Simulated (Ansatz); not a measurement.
Species: sum formula H₄SiNO₃ (charge 0, doublet). It need not be the lowest isomer of its formula. SMILES: [Si]([O])(O)(O)N
Coordinates optimised at B3LYP-D3(BJ)/def2-TZVP (Ansatz, a program for electronic structure):
```
Si
O 1 1.6149
O 1 1.6295 2 115.87
H 3 0.9601 1 117.49 2 -135.34
O 1 1.6382 2 115.18 3 -127.23
H 5 0.9604 1 117.12 2 -15.32
N 1 1.7312 2 97.27 5 -118.26
H 7 1.0097 1 120.46 2 66.58
H 7 1.0105 8 111.39 1 147.00
```
Charge 0, spin multiplicity 2.

Parts of the frozen-core correlation energy in cc-pVTZ (Ansatz, hartree). Frozen orbitals: 9; correlated occupied orbitals by spin: 16 and 15; virtual: 185 and 186. Open shells are spin-unrestricted. No spin-orbit coupling. No relativistic terms.

```
term                            value
-------------------------  ----------
reference (HF)             -570.56937
MP2 opposite-spin                   …
MP2 same-spin                       …
CCSD correlation                    …
(T)                          -0.03722
T1 diagnostic                   0.026
largest doubles amplitude       0.023
<S^2> of the reference          0.760
```

Question: Fill in the missing entries.

Answer: 
- MP2 opposite-spin, value: -0.74462
- MP2 same-spin, value: -0.25153
- CCSD correlation, value: -1.02454
